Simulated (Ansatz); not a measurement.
Reaction (SMILES): [GeH2] (GeH2) (closed-shell singlet) → Ge atom + 2 H atom
B3LYP-D3(BJ)/def2-TZVP geometries, fixed; electronic energies without zero-point terms.
Largest species:
```
Ge
H 1 1.5993
H 1 1.5993 2 90.65
```

Basis-set convergence of the atomisation energy at PBE with Ansatz (an electronic-structure program). All functions are spherical. The program fits the integrals of some runs and decomposes those of others, by size. Open shells are unrestricted. No added dispersion term, no relativity. Functions are those of the species that has most. Reference: the value in aug-cc-pV5Z, 138.23 kcal/mol, itself unsure by roughly 0.21 kcal/mol (its mean distance from pcseg-4, aug-pcseg-3, aug-cc-pVQZ). Deviations are taken from unrounded values.

| basis | functions | atomisation energy (kcal/mol) | minus reference (kcal/mol) |
|---|---|---|---|
| pcseg-0 | 26 | 132.07 | -6.16 |
| cc-pVDZ | 37 | 137.08 | -1.16 |
| pcseg-1 | 37 | 137.24 | -0.99 |
| def2-SVPD | 54 | 138.70 | 0.47 |
| cc-pVTZ | 71 | 138.08 | -0.15 |
| pcseg-2 | 71 | 137.66 | -0.58 |
| def2-TZVPD | 72 | 138.78 | 0.55 |
| def2-TZVPPD | 88 | 139.04 | 0.81 |
| cc-pVQZ | 128 | 138.26 | 0.02 |
| pcseg-3 | 134 | 137.94 | -0.29 |
| def2-QZVPPD | 161 | 138.29 | 0.05 |
| cc-pV5Z | 214 | 138.17 | -0.06 |
| pcseg-4 | 233 | 138.01 | -0.23 |

The smallest set listed that lies within 4 kcal/mol of the reference with all its larger relatives (same family, alike in diffuse functions; a set with none counts only in the reference's own line) is cc-pVDZ (37 functions, -1.16 kcal/mol off), level with pcseg-1.
